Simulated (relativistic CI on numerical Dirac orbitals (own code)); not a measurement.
# Spin-allowed bands of a d2 ion in an octahedral site, by hand

Problem. Take Δ = 13750 cm⁻¹ and B = 640 cm⁻¹ for a d2 ion in an octahedral site. Calculate the three spin-allowed bands.

Working.
1. The terms of highest spin are 3F (energy 0) and 3P (15B = 9600 cm⁻¹). Here the F term splits into A2 at +1.2Δ = 16500, T2 at +0.2Δ = 2750 and T1 at −0.6Δ = -8250 cm⁻¹.
2. The two T1 states mix through the element 0.4Δ: H = [[-8250, 5500], [5500, 9600]], with roots ½(H₁₁ + H₂₂) ∓ ½√[(H₂₂ − H₁₁)² + 4H₁₂²] = ½(1350) ∓ ½(20967) = -9809 and 11159 cm⁻¹.
3. The ground term is 3T1 at -9809 cm⁻¹.
4. Bands: 3T2 12559 cm⁻¹ (796 nm), 3T1(P) 20967 cm⁻¹ (477 nm), 3A2 26309 cm⁻¹ (380 nm).

Check. Exact diagonalisation of the whole d2 shell with these parameters gives 3T2 12559, 3T1 20967, 3A2 26309 cm⁻¹. The match is exact, since without spin-orbit coupling no other term has this spin. The ratio of the second band to the first, 1.670, depends on Δ/B = 21.5 alone, which is how a Tanabe-Sugano diagram is read.
